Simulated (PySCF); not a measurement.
## Radial density of Ge (germanium, neutral)

M06, [Ar] 3d10 4s2 4p2, high-spin 3P determinant. Computed with PySCF 2.14 in aug-cc-pVQZ-PP with ECP10MDF (7s6p5d3f2g, 89 functions), with scalar relativity through the core potential. This is the valence pseudo-density: the core potential removes the inner electrons and smooths the orbitals near the nucleus.

| r (bohr) | 4πr²ρ (e/bohr) | 4πr²(ρα − ρβ) |
| --- | --- | --- |
| 0.00101 | 1.241e-05 | 0.0000 |
| 0.00170 | 3.471e-05 | 0.0000 |
| 0.00286 | 9.526e-05 | 0.0000 |
| 0.00480 | 0.0002504 | 0.0000 |
| 0.00808 | 0.0006136 | 0.0000 |
| 0.0136 | 0.001402 | 0.0000 |
| 0.0229 | 0.002933 | 0.0000 |
| 0.0385 | 0.007410 | 0.0000 |
| 0.0647 | 0.04534 | 0.0000 |
| 0.109 | 0.4313 | -0.0001 |
| 0.183 | 3.063 | 0.0021 |
| 0.308 | 14.11 | 0.0430 |
| 0.518 | 28.72 | 0.0928 |
| 0.871 | 14.08 | -0.0016 |
| 1.46 | 3.260 | 0.4695 |
| 2.46 | 1.618 | 0.7797 |
| 4.14 | 0.3274 | 0.2580 |
| 6.97 | 0.01601 | 0.0156 |
| 11.7 | 0.0001065 | 0.0001 |

Energies and moments cover only the electrons outside the core potential.
